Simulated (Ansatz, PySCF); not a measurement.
Species: PbCl, charge 0, multiplicity 2. 
Geometry from a B3LYP-D3(BJ)/def2-TZVP (Ansatz, a program for electronic structure) optimisation:
SMILES: [Pb][Cl]
```xyz
2

Pb     0.0000     0.0000    -0.4277
Cl     0.0000     0.0000     2.0631
```
Charge 0, spin multiplicity 2.

Wanted: vertical ionisation energy (to the singlet state of charge +1; each state is the SCF solution reached for its spin), in eV. Cores are frozen in the correlated levels unless marked. Open shells are spin-unrestricted. Spin-orbit coupling is left out. The frozen core is the preceding noble-gas configuration, with the filled d and f shells of earlier blocks. Past Kr the def2 sets carry scalar-relativistic core potentials. Basis-set limits of correlation are two-point, X^-3; Hartree-Fock from the larger set.

```csv
level,program,vertical ionisation energy (eV),minus last row
SVWN5/def2-TZVPD,Ansatz,7.01,0.10
r2SCAN/def2-TZVPD,Ansatz,7.02,0.11
B3LYP/def2-TZVPD,Ansatz,7.00,0.09
wB97M-V/def2-TZVPD,Ansatz,7.02,0.11
wB97X-V/def2-TZVPD,Ansatz,6.97,0.06
CCSD/def2-TZVPPD,Ansatz,6.85,-0.06
CCSD/def2-QZVPPD,Ansatz,6.89,-0.02
CCSD(T)/def2-SVPD,Ansatz,6.75,-0.16
CCSD(T)/def2-TZVPPD,Ansatz,6.83,-0.08
"CCSD(T)/CBS(def2-TZVPPD,def2-QZVPPD)",Ansatz,6.91,0.00
```

For comparison, minus the highest occupied orbital energy (PySCF): 3.71 eV at M06-L/def2-TZVPD, 5.95 eV at M06-2X/def2-TZVPD, 4.85 eV at PW6B95/def2-TZVPD.
